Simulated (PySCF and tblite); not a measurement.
Values are calculated unless marked as measured or tabulated.
Stationary points of C8H6O2 at GFN2-xTB, in Å:

Structure A

```
 1 C    -2.895   -0.322    0.203
 2 C    -2.699    0.546   -0.828
 3 O    -1.391    0.774   -1.018
 4 C    -0.720    0.047   -0.099
 5 C     0.715    0.093   -0.061
 6 C     1.605   -0.550    0.766
 7 C     2.890   -0.137    0.354
 8 C     2.693    0.721   -0.685
 9 O     1.385    0.866   -0.943
10 C    -1.609   -0.652    0.683
11 H    -3.833   -0.681    0.573
12 H    -3.383    1.052   -1.480
13 H     1.366   -1.226    1.560
14 H     3.828   -0.436    0.774
15 H     3.377    1.272   -1.300
16 H    -1.369   -1.310    1.492
```

Structure B

```
 1 C    -2.887   -0.521   -0.094
 2 C    -2.736    0.825   -0.220
 3 O    -1.439    1.161   -0.215
 4 C    -0.730    0.017   -0.084
 5 C     0.729    0.081   -0.032
 6 C     1.579    0.194    1.031
 7 C     2.888    0.188    0.492
 8 C     2.735    0.071   -0.854
 9 O     1.437    0.005   -1.183
10 C    -1.578   -1.051   -0.005
11 H    -3.807   -1.069   -0.067
12 H    -3.448    1.620   -0.316
13 H     1.303    0.272    2.062
14 H     3.808    0.261    1.035
15 H     3.446    0.025   -1.655
16 H    -1.300   -2.079    0.103
```

Structure C

```
 1 C    -2.869   -0.466   -0.388
 2 C    -2.736    0.575    0.479
 3 O    -1.440    0.847    0.706
 4 C    -0.717   -0.032   -0.025
 5 C     0.717    0.031    0.026
 6 C     1.556    0.865    0.722
 7 C     2.869    0.467    0.386
 8 C     2.735   -0.572   -0.483
 9 O     1.439   -0.845   -0.709
10 C    -1.557   -0.867   -0.721
11 H    -3.784   -0.893   -0.744
12 H    -3.458    1.184    0.986
13 H     1.261    1.654    1.382
14 H     3.783    0.896    0.742
15 H     3.458   -1.179   -0.992
16 H    -1.262   -1.657   -1.379
```

Geometries: GFN2-xTB; energies: revPBE/pcSseg-1 + D3(BJ); zero-point and thermal terms from GFN2-xTB harmonic modes (soft modes blended into free rotors).

Problem. Which structure is a saddle point, and along which motion?

Solution. B: one imaginary mode (68i cm⁻¹ at GFN2-xTB, mostly on O9, O3, C10), along the rotation about the C4–C5 bond (torsion O3–C4–C5–C6 from 0° to 180°, rising).

Problem. Give their symmetry and energies above the lowest.

Solution. A C2v, 1.6 kcal/mol; B C2, 5.3 kcal/mol; C C2h, 0.0 kcal/mol.
